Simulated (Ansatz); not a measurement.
Isolated molecules relaxed with PBE0-D4/def2-TZVP in Ansatz; ΔE leaves out vibrations. CBS: MP2 limit from def2 TZ/QZ plus the TZ coupled-cluster correction, frozen cores. This one scheme is used for every species. Functionals use def2-TZVPP. B3LYP here is the variant with VWN-RPA as its local correlation; programs differ in this. For Ge outer-core shells are correlated without core-valence functions, which leaves a few kJ/mol of doubt a bond. Scalar relativity is left out up to krypton. Each species was taken in one conformer, which may not be the lowest.

Reaction (formal hydrolysis of a B–Si bond): `[SiH3][SiH2][BH][GeH3]` + H₂O → `O[BH][GeH3]` + disilane

`[SiH3][SiH2][BH][GeH3]`:

Z-matrix (Å, degrees):
```
Si
Si 1 2.361
H 1 1.487 2 110.5
H 1 1.487 2 110.1 3 120.1
H 1 1.488 2 109.8 3 -120.1
B 2 1.975 1 98.7 3 -62.5
H 2 1.489 1 106.7 3 178.3
H 2 1.489 1 108.1 3 60.4
Ge 6 2.057 2 121.5 1 -83.7
H 6 1.196 2 120.3 1 89.4
H 9 1.544 6 107.7 2 -113.4
H 9 1.540 6 112.3 2 128.9
H 9 1.539 6 113.7 2 5.7
```

H₂O:

```xyz
3

O     0.388    0.029    0.010
H    -0.241    0.703   -0.255
H    -0.147   -0.732    0.245
```

`O[BH][GeH3]`:

Cartesian coordinates in Å:
```
O 0.672 -1.534 -0.790
B 0.722 -0.222 -0.486
Ge -0.814 0.599 0.636
H 1.421 -1.839 -1.312
H 1.650 0.444 -0.868
H -1.905 -0.415 1.021
H -0.259 1.216 1.935
H -1.487 1.750 -0.138
```

`[SiH3][SiH3]`:

Cartesian coordinates in Å:
```
Si -0.455 0.978 0.451
Si 0.455 -0.978 -0.451
H -1.871 0.752 0.848
H 0.315 1.398 1.653
H -0.411 2.077 -0.550
H -0.317 -1.400 -1.651
H 0.414 -2.076 0.552
H 1.870 -0.751 -0.851
```

CCSD(T)/CBS gives -33.2 kcal/mol.

Another level gave -40.1 kcal/mol. Which?
A. B3LYP-D4/def2-TZVPP
B. HF/def2-TZVPP
C. PBE0/def2-TZVPP
D. B2PLYP/def2-TZVPP

B. HF/def2-TZVPP -40.1, B3LYP-D4 -35.2, PBE0 -34.1, B2PLYP -37.1 kcal/mol.

Largest T1 diagnostic among the species: 0.014.

In def2-TZVPP, CCSD(T) changes the Hartree–Fock value by +5.6 kcal/mol (the triples alone add +0.6 kcal/mol) and MP2 by +5.1 kcal/mol. The D4 term adds +2.7 kcal/mol with B3LYP and +1.6 kcal/mol with PBE0; it sums over pairs of atoms, weighted by their polarisabilities, and B3LYP, whose exchange is more repulsive, gets the larger term.
